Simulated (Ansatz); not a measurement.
Reaction (ligand exchange at the Si–C bond): `C[SiH](N)CN` + `N#CN` → `C[SiH](N)NC#N` + CH₃NH₂

Calculated with Ansatz (gas phase, PBE0-D4/def2-TZVP geometries, no zero-point term in ΔE). CCSD(T)/CBS is the MP2 limit (def2-TZVPP, def2-QZVPP) plus CCSD(T) − MP2 in def2-TZVPP, frozen cores. This one scheme is used for every species. Functionals use def2-TZVPP. B3LYP here is the variant with VWN-RPA as its local correlation; programs differ in this. Each species was taken in one conformer, which may not be the lowest.

```
             level  ΔE (kcal/mol)  difference from CCSD(T)/CBS
            PBE-D4          -18.6                          2.3
          B3LYP-D4          -20.9                          0.0
           ωB97X-V          -20.2                          0.7
           ωB97M-V          -20.0                          0.9
            B2PLYP          -21.5                         -0.6
            r2SCAN          -20.7                          0.2
              PBE0          -19.7                          1.2
             B3LYP          -21.3                         -0.4
    MP2/def2-TZVPP          -21.4                         -0.5
   CCSD/def2-TZVPP          -21.0                         -0.1
CCSD(T)/def2-TZVPP          -20.7                          0.2
    MP2/def2-QZVPP          -21.6                         -0.7
SCS-MP2/def2-QZVPP          -22.0                         -1.1
      HF/CBS(def2)          -24.1                         -3.2
     MP2/CBS(def2)          -21.6                         -0.7
    CCSD/CBS(def2)          -21.2                         -0.3
       CCSD(T)/CBS          -20.9                            0
```

Largest T1 diagnostic among the species: 0.014.

In def2-TZVPP, CCSD(T) changes the Hartree–Fock value by +3.1 kcal/mol (the triples alone add +0.3 kcal/mol) and MP2 by +2.4 kcal/mol. From PBE to PBE0 (25 % exact exchange), in def2-TZVPP and without D4, ΔE moves by −0.8 kcal/mol.
